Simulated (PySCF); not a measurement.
F2GaH3OSi. Atoms are numbered in the order given.

```xyz
8

Ga    -0.0142     0.7301     0.0000
F     -1.1283     2.0625     0.0000
F      1.6884     1.0975     0.0000
O     -0.6026    -0.9219     0.0000
Si    -0.0160    -2.4876     0.0000
H      0.8146    -2.7319    -1.2143
H     -1.1845    -3.4072     0.0000
H      0.8146    -2.7319     1.2143
```

Coordinates come from a B3LYP-D3(BJ)/def2-SVP optimisation. The structure was generated by enumeration; whether it is a known compound was not checked. The values are those of a single conformer.

The numbers are results of PBE0/def2-TZVP run with PySCF, not measurements.

Atomic charges (e):

| atom | Löwdin | Mulliken | IAO |
|---|---|---|---|
| Ga1 | 0.22 | 0.90 | 1.43 |
| F2 | -0.09 | -0.34 | -0.52 |
| F3 | -0.10 | -0.36 | -0.52 |
| O4 | -0.07 | -0.41 | -0.85 |
| Si5 | 0.17 | 0.29 | 0.88 |
| H6 | -0.04 | -0.03 | -0.15 |
| H7 | -0.04 | -0.02 | -0.13 |
| H8 | -0.04 | -0.03 | -0.15 |
